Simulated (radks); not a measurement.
Question: Xe+, 53 electrons, occupied as [Kr] 4d10 5s2 5p4 7f1 (not the ground configuration). Calculated with a radial shooting solver on a logarithmic mesh with Libxc functionals: Dirac Kohn-Sham, PBE, spin-unpolarised, spherical densities, finite nucleus; open shells are shared between the two j in proportion to 2j + 1; Fermi nuclear charge, rms radius 4.7859 fm. Some entries of the table are withheld. Estimate them.

orbital,occ.,eigenvalue (hartree),<r> (bohr),<r^2> (bohr^2)
1s1/2,2,-1262.862,0.02666,0.0009638
2s1/2,2,-197.0877,0.1142,0.01543
2p1/2,2,-185.2146,0.09620,0.01139
2p3/2,4,-173.2845,0.1020,0.01267
3s1/2,2,-40.89025,0.3061,0.1072
3p1/2,2,-35.95426,(1),0.1019
3p3/2,4,-33.68817,(2),0.1099
3d3/2,4,-25.00218,0.2787,0.09194
3d5/2,6,-24.52326,0.2824,0.09424
4s1/2,2,-7.96832,0.7166,0.5800
4p1/2,2,-6.22052,0.7456,0.6332
4p3/2,4,-5.76843,0.7734,0.6810
4d3/2,4,-2.94052,0.8686,0.8803
4d5/2,6,-2.86734,0.8793,0.9021
5s1/2,2,(3),1.788,3.593
5p1/2,1.33333,-0.95772,(4),4.712
5p3/2,2.66667,-0.90148,(5),5.085
7f5/2,0.428571,-0.04384,25.23,727.5
7f7/2,0.571429,-0.04372,25.15,725.1

Answer: 
(1) 3p1/2 <r> (bohr): 0.2962
(2) 3p3/2 <r> (bohr): 0.3078
(3) 5s1/2 eigenvalue (hartree): -1.38240
(4) 5p1/2 <r> (bohr): 2.042
(5) 5p3/2 <r> (bohr): 2.121
